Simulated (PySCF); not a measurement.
A structure optimised at r2SCAN-D4/def2-TZVP, used in a PySCF frequency run:

```
Zn
I 1 2.3666
```
Charge +1, spin multiplicity 1.

Question: Write its SMILES, formula and point group.

Answer: [Zn+][I], IZn, C∞v

Question: What are its rotational constants (standard atomic weights)?

Answer: 2.0912 GHz (linear rotor, B only)
